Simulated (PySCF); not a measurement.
C2H6BeS.

```xyz
10

Be     0.0703    -0.0091     0.3216
C      0.7681    -1.3826    -0.3479
C      0.6909    -1.5366    -1.8711
H      0.3153    -2.2674     0.1424
H      1.8274    -1.4098    -0.0222
H      1.1768    -0.6965    -2.3929
H     -0.3514    -1.5701    -2.2273
H      1.1798    -2.4597    -2.2246
S     -0.7028     1.5593     1.1015
H     -1.9379     1.0053     1.1273
```
Charge 0, spin multiplicity 1.

The structure is a stationary point at PBE0-D3(BJ)/def2-SVP. One conformer was computed; it need not be the lowest.

Computed with PySCF with B3LYP/pcSseg-1. Non-relativistic, no solvent.

Computed absolute GIAO shielding of each atom: isotropic value and principal components (ppm):
| atom | σ(iso) | σ11 | σ22 | σ33 | span |
|---|---|---|---|---|---|
| Be1 | 77.9 | 38.2 | 39.6 | 155.8 | 117.6 |
| C2 | 176.7 | 166.5 | 176.9 | 186.8 | 20.3 |
| C3 | 169.2 | 162.8 | 163.9 | 180.7 | 17.9 |
| H4 | 31.3 | 27.3 | 30.0 | 36.7 | 9.4 |
| H5 | 31.3 | 27.1 | 30.0 | 36.8 | 9.7 |
| H6 | 30.4 | 26.3 | 28.7 | 36.1 | 9.8 |
| H7 | 30.4 | 26.3 | 28.9 | 36.1 | 9.8 |
| H8 | 30.2 | 25.4 | 28.0 | 37.1 | 11.7 |
| S9 | 711.7 | 624.2 | 699.1 | 811.7 | 187.5 |
| H10 | 31.2 | 24.9 | 27.6 | 41.0 | 16.1 |
